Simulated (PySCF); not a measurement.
Compound: C7H16N2.
Numbering: `[CH3:1][CH2:2][CH2:3][N:4]1[NH:5][CH2:6][CH2:7][C@H:8]1[CH3:9]`

Definitions: NICS(0) = −σiso at the ring centroid; NICS(1) = −σiso and NICS(1)zz = −σzz at ±1 Å along the ring normal z. Level: GIAO PBE0/pcSseg-1 (PySCF, non-relativistic, gas phase) on the GFN2-xTB geometry, one conformer.

Ring bond lengths (Å), with Mayer bond orders in brackets: N4–N5 1.428 (1.01), N5–C6 1.457 (0.98), C6–C7 1.533 (1.03), C7–C8 1.541 (1.00), C8–N4 1.476 (0.89).

**Question.** Give the NICS values of each ring in ppm.

**Answer.** 
```json
{"ring": "N4–N5–C6–C7–C8", "type": "5-membered ring with 2 N; formal bonds all single", "NICS(0)": "-7.2", "NICS(1), two faces": "-3.8 / -3.9", "NICS(1)zz, two faces": "-5.7 / -5.4", "rms pucker (Å)": "0.15", "centre to ring atoms, mean (Å)": "1.25"}
```

**Question.** What can be read from them?

**Answer.** 
- N4–N5–C6–C7–C8: mean NICS(1)zz -5.5 ppm, shielded. C6, C7, C8 have four or more neighbours; no verdict on aromaticity is drawn.

**Question.** What is the mean of the two in-plane components of NICS at the first NICS(1) probe listed for ring N4–N5–C6–C7–C8, 1 Å off the ring?

**Answer.** The isotropic value is a third of the trace: (3 × -3.8 − (-5.7))/2 = -2.8 ppm.

**Question.** List the ring angles and the Hirshfeld charges of the ring atoms.

**Answer.** 
- N4–N5–C6–C7–C8: N4 108.8° (-0.050 e), N5 106.5° (-0.117 e), C6 104.1° (-0.034 e), C7 102.0° (-0.081 e), C8 105.8° (+0.016 e); sum 527.2° against 540° for a flat convex ring.

**Question.** How shielded are the nuclei of the rings and their hydrogens (means over atoms taken as equivalent)?

**Answer.** 
```json
{"atoms": "N4", "environment": "hydrazine nitrogen", "σ isotropic (ppm)": "144.3"}
{"atoms": "N5", "environment": "hydrazine nitrogen", "σ isotropic (ppm)": "155.9"}
{"atoms": "C6", "environment": "sp3 carbon bound to nitrogen", "σ isotropic (ppm)": "138.0"}
{"atoms": "C7", "environment": "ring CH2 carbon", "σ isotropic (ppm)": "143.4"}
{"atoms": "C8", "environment": "sp3 carbon bound to nitrogen", "σ isotropic (ppm)": "122.1"}
{"atoms": "H on N5", "environment": "N–H hydrogen", "σ isotropic (ppm)": "28.64"}
{"atoms": "H on C6", "environment": "methylene hydrogen", "σ isotropic (ppm)": "28.96"}
{"atoms": "H on C6", "environment": "methylene hydrogen", "σ isotropic (ppm)": "28.79"}
{"atoms": "H on C7", "environment": "methylene hydrogen", "σ isotropic (ppm)": "30.41"}
{"atoms": "H on C7", "environment": "methylene hydrogen", "σ isotropic (ppm)": "29.45"}
{"atoms": "H on C8", "environment": "methine hydrogen", "σ isotropic (ppm)": "28.95"}
```
